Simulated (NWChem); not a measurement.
The numbers come from NWChem runs, not from measurements. System: C$_{3}$H$_{5}$O, charge 0, spin multiplicity 2, at a geometry optimised with UPBE/def2-SVP. The structure started from a generated list of species. Its SCF solution wasn't tested for a lower state. Level: UMP2/def2-TZVP, 4 core orbitals frozen.

NWChem printed:

```
             Northwest Computational Chemistry Package (NWChem) 7.3.0
             --------------------------------------------------------

                                NWChem Input Module
                                -------------------

 Scaling coordinates for geometry "geometry" by  1.889725989
 (inverse scale =  0.529177249)

                             Geometry "geometry" -> ""
                             -------------------------

 Output coordinates in angstroms (scale by  1.889725989 to convert to a.u.)

  No.       Tag          Charge          X              Y              Z
 ---- ---------------- ---------- -------------- -------------- --------------
    1 C                    6.0000    -1.76507700    -0.09407000    -0.20616900
    2 C                    6.0000    -0.29488200    -0.44276800    -0.42290700
    3 C                    6.0000     0.68158700     0.45928800     0.31162500
    4 O                    8.0000     1.84814700     0.28961700     0.49777800
    5 H                    1.0000    -2.42083100    -0.76570300    -0.79401100
    6 H                    1.0000    -2.04720900    -0.19211200     0.86109000
    7 H                    1.0000    -1.97656200     0.94959800    -0.51256800
    8 H                    1.0000    -0.05853800    -1.49290500    -0.13511000
    9 H                    1.0000    -0.01180200    -0.35052200    -1.49691900

 Effective nuclear repulsion energy (a.u.)     107.1674877221

            Nuclear Dipole moment (a.u.)
            ----------------------------
        X                 Y               Z
 ---------------- ---------------- ----------------
     0.0000037795    -0.0000151178    -0.0000000000


 Summary of "ao basis" -> "" (spherical)
 ------------------------------------------------------------------------------
       Tag                 Description            Shells   Functions and Types
 ---------------- ------------------------------  ------  ---------------------
 *                         def2-tzvp                  on all atoms

 Summary of "ao basis" -> "ao basis" (spherical)
 ------------------------------------------------------------------------------
       Tag                 Description            Shells   Functions and Types
 ---------------- ------------------------------  ------  ---------------------
 C                         def2-tzvp                11       31   5s3p2d1f
 O                         def2-tzvp                11       31   5s3p2d1f
[...]
     2   0 2 0    -18.391851    -23.383529    -20.158000     25.149679
     2   0 1 1     -0.503671     -7.962117     -6.590708     14.049154
     2   0 0 2    -17.990755    -23.660739    -22.136954     27.806938

                   NWChem MP2 Semi-direct Energy/Gradient Module
                   ---------------------------------------------

  Basis functions       =    154
  Molecular orbitals    =    154
  Frozen core           =      4
  Frozen virtuals       =      0
  Active alpha occupied =     12
  Active beta occupied  =     11
  Active alpha virtual  =    138
  Active beta virtual   =    139
  Use MO symmetry       = F
  Use skeleton AO sym   = F

  AO/Fock/Back tols     =   1.0D-09  1.0D-09  1.0D-09

 GA uses MA = F    GA memory limited = T

 Available:
  local mem=  1.26D+08
 global mem=  1.44D+08
 local disk=  0.00D+00
  mp2_memr nvloc                   138
  nvloc new                   138
   1 passes of  12:        5242880                     131147                  64643795.
   1 passes of  12: M    126151147           G      144131768           F     120908267.

 Semi-direct pass number   1 of   1  for UHF alpha       at       47.7s
  vrange nnbf                 11474
  mp2_eaftype                   246  avail_ma_in_mb                  1099
 EAF : mp2_eaftype filesize         246   32321898.
  mp2_eaf for mointskh                    246
Node 0 wrote    152.0 Mb in      0.0 s     Agg I/O rate:  3512.6 Mb/s
 Done moints_semi at       54.1s
  mp2_eaftype                   246  avail_ma_in_mb                   853
 EAF : mp2_eaftype filesize         246   32321898.
  mp2_eaf for kh                   246
 Done maket at       54.5s
 Done multipass loop at       54.5s

 GA uses MA = F    GA memory limited = T

 Available:
  local mem=  1.26D+08
 global mem=  1.44D+08
 local disk=  0.00D+00
  mp2_memr nvloc                   139
  nvloc new                   139
   1 passes of  11:        5242880                     124800                  59689322.
   1 passes of  11: M    126151147           G      144131768           F     120908267.

 Semi-direct pass number   1 of   1  for UHF beta        at       54.6s
  vrange nnbf                 11474
  mp2_eaftype                   227  avail_ma_in_mb                  1099
 EAF : mp2_eaftype filesize         227   29844661.
  mp2_eaf for mointskh                    227
Node 0 wrote    140.3 Mb in      0.1 s     Agg I/O rate:  1891.9 Mb/s
 Done moints_semi at       60.8s
  mp2_eaftype                   227  avail_ma_in_mb                   872
 EAF : mp2_eaftype filesize         227   29844661.
  mp2_eaf for kh                   227
 Done maket at       61.2s
 Done multipass loop at       61.2s

          -------------------------------------------
          SCF energy                -191.405938749991
          Correlation energy          -0.697272566879
          Singlet pairs                0.000000000000
          Triplet pairs                0.000000000000
          Total MP2 energy          -192.103211316870
          -------------------------------------------

          ---------------------------------------------------
                    Spin Component Scaled (SCS) MP2
          Same spin pairs                     -0.169147478477
          Same spin scaling factor             0.333333333333
          Opposite spin pairs                 -0.528125088402
          Opposite spin scaling fact.          1.200000000000
          SCS-MP2 correlation energy          -0.690132598908
          Total SCS-MP2 energy              -192.096071348899
          ---------------------------------------------------

 -----------------------
 Performance information
 -----------------------

 Timer overhead =  9.60D-08 seconds/call

               Nr. of calls         CPU time (s)                 Wall time (s)                GFlops
             ---------------    -------------------     ------------------------------   -------------------
Name         Min   Avg   Max    Min     Avg     Max     Min     Avg     Max   Mx/calls   Min     Max     Sum
mp2: moin     2     2     2    13.     13.     13.      13.     13.     13.     6.3      0.0     0.0     0.0
mp2: make     2     2     2   0.77    0.77    0.77     0.77    0.77    0.77    0.38      0.0     0.0     0.0
mp2: tota     1     1     1    13.     13.     13.      13.     13.     13.     13.      0.0     0.0     0.0

 The average no. of pstat calls per process was 5.00D+00
 with a timing overhead of 4.80D-07s

 Task  times  cpu:       61.2s     wall:       61.2s

 Total times  cpu:       61.2s     wall:       61.2s
```

Problem. Write an NWChem input that would produce this output.

Solution. One answer among several that fit: 
```
start mol
memory heap 200 mb stack 900 mb global 1100 mb
geometry units angstroms nocenter noautoz noautosym
  C     -1.765077    -0.094070    -0.206169
  C     -0.294882    -0.442768    -0.422907
  C      0.681587     0.459288     0.311625
  O      1.848147     0.289617     0.497778
  H     -2.420831    -0.765703    -0.794011
  H     -2.047209    -0.192112     0.861090
  H     -1.976562     0.949598    -0.512568
  H     -0.058538    -1.492905    -0.135110
  H     -0.011802    -0.350522    -1.496919
end
basis spherical
  * library def2-tzvp
end
scf
  uhf
  nopen 1
  maxiter 100
  thresh 1e-7
  semidirect memsize 60000000 filesize 0
  # guess.movecs holds the orbitals of an unrestricted PBE0 run
  vectors input guess.movecs output mol.movecs
end
mp2
  freeze core 4
end
task mp2 energy
```
